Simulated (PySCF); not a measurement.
Species: GeH7OPSi.
Numbering: `[SiH3:1][O:2][GeH2:3][PH2:4]` (hydrogens: H5, H6, H7 on Si1; H8, H9 on Ge3; H10, H11 on P4)

Level of theory: PySCF, PBE0-D3(BJ)/def2-SVP geometry optimisation, gas phase.

What internal coordinates does the optimisation give?

| bond | length (Å) |
| --- | --- |
| Si1–O2 | 1.657 |
| O2–Ge3 | 1.780 |
| Ge3–P4 | 2.329 |
| Si1–H5, Si1–H6, Si1–H7 | 1.495 |
| Ge3–H8, Ge3–H9 | 1.539 |
| P4–H10, P4–H11 | 1.429 |

Bonds in one row agree within 0.01 Å and their mean is given. A selection of angles:
| angle | degrees |
| --- | --- |
| O2–Si1–H5 | 111.5 |
| O2–Si1–H6 | 108.0 |
| H5–Si1–H6 | 109.2 |
| H5–Si1–H7 | 108.2 |
| Si1–O2–Ge3 | 135.1 |
| O2–Ge3–P4 | 107.9 |
| O2–Ge3–H8 | 105.9 |
| O2–Ge3–H9 | 107.8 |
| P4–Ge3–H8 | 114.6 |
| P4–Ge3–H9 | 109.1 |
| H8–Ge3–H9 | 111.3 |
| Ge3–P4–H10 | 92.0 |
| Ge3–P4–H11 | 94.0 |
| H10–P4–H11 | 93.6 |

Dihedral angles: Si1–O2–Ge3–P4 11° (synperiplanar). The mirror-image conformer, all signs reversed, is as good.

Ge3 (germanium bonded to O, P and 2 H) is distorted tetrahedral (angles from 105.9° to 114.6°). Si1 (oxygen-bound silicon) is tetrahedral (angles from 108.0° to 111.5°). O2 (oxygen bonded to Ge and Si) is bent (angle 135.1°). P4 (three-coordinate phosphorus) is pyramidal (angles 94.0°, 93.6° and 92.0°, sum 279.6°, 0.88 Å off the plane of its three neighbours).

No PBE0-D3(BJ)/def2-SVP frequencies stand behind this structure, so it isn't proved a minimum. One conformer, not necessarily the lowest (Si1–O2–Ge3–P4 11°, O2–Ge3–P4–H -177° and 89°).
